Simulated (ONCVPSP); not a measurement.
**gallium (Ga), ONCV: configuration errors across variants**

* Element: gallium (Ga)
* Generator: ONCVPSP 4.0.1
* Type: optimised norm-conserving Vanderbilt (ONCV)
* Functional: PBEsol
* Relativity: scalar-relativistic
* Frozen core: [Ne] 3s2
* Valence charge: 19
* Reference configuration: 3p6 3d10 4s2 (charge +1)
* Partial waves: 4s: rc 2.00 bohr, ncon 3, nbas 7, qcut 3.9 1/bohr, 2 projectors, debl 2.3 Ha; 3p: rc 1.05 bohr, ncon 5, nbas 8, qcut 12.9 1/bohr, 2 projectors, debl 1.2 Ha; 3d: rc 0.95 bohr, ncon 5, nbas 10, qcut 17 1/bohr, 2 projectors, debl 0.4 Ha
* Local potential: polynomial inside 0.60 bohr (lpopt 1, dvloc0 4 Ha)
* Core correction: none

In the p channel the program set the typed energies aside and used -3.932, 0.250 Ha. In the d channel the program set the typed energies aside and used -1.009, 0.250 Ha.

All-electron excitation energies from the reference (eV): (1) 3p6 3d10 4s2 4p1 -5.680; (2) 3p6 3d10 4s1 21.137; (3) 3p6 3d10 4s0 52.258; (4) 3p6 3d10 4s1 4p2 0.871.

2 further variants failed, have other tests or too few solved ones, and are left out.

A true bound ghost makes a file unfit for plane-wave use even where its test errors are small: the radial tests pick states by their node count and pass the ghost by.

Errors AE − PS in meV (a dash: test not solved or not reliable):

| change | (1) | (2) | (3) | (4) | bound ghosts | GHOST(+) flags above zero |
| --- | --- | --- | --- | --- | --- | --- |
| base | +0.7 | -13 | -67 | -9.6 | s | none |
| p: nbas 9 | +0.7 | -13 | -67 | -9.6 | s | none |
| d: ncon 4, nbas 9 | +0.7 | -13 | -66 | -9.6 | s | none |
| s: rc 2.84 | +2.3 | -51 | -299 | -27 | s | none |
| local potential polynomial inside 0.75 bohr (lpopt 5, dvloc0 4 Ha) | +0.7 | -13 | -67 | -9.4 | s | none |

Question: Give the same row for: all radii scaled by about 0.76 (s 1.50, p 0.80, d 0.72 bohr); local potential polynomial inside 0.46 bohr (lpopt 1, dvloc0 4 Ha).

Answer: +0.8, -11, -48, -7.8; bound ghosts: s; GHOST(+) flags above zero: s.
